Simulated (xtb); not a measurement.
2H-pyran-5-one (C5H6O2), SMILES C1C=CC(=O)CO1. All values are semi-empirical tight-binding results from xtb (GFN2-xTB unless named), good for trends rather than for accurate numbers. Geometry optimised at GFN2-xTB. The values are those of a single conformer.

| Property | Result |
|---|---|
| orbital gap | 2.58 eV |
| dipole moment | 3.79 D |
| zero-point energy | 62.2 kcal/mol |
| G − E(el) at 298.15 K (modified RRHO) | 43.4 kcal/mol |
| static polarisability (D4 model) | 64.1 bohr³ |
| solvation energy, GFN2-xTB/ALPB(water) | -3.7 kcal/mol |
| solvation energy, GFN2-xTB/ALPB(methanol) | -6.7 kcal/mol |

Give the IR lines (harmonic; lines under 4 % of the strongest left out, lines within 3 cm⁻¹ merged). (The exact figures need the calculation; the answer reports its results.)

ν (cm⁻¹): 420 (w), 729 (w), 952 (w), 1017 (w), 1110 (w), 1209 (m), 1239 (w), 1310 (w), 1662 (m), 1743 (vs), 2785 (w), 2813 (w), 3070 (w), 3092 (w) (against the strongest line: vs over 80 %, s over 45 %, m over 15 %, w over 4 %, vw less)
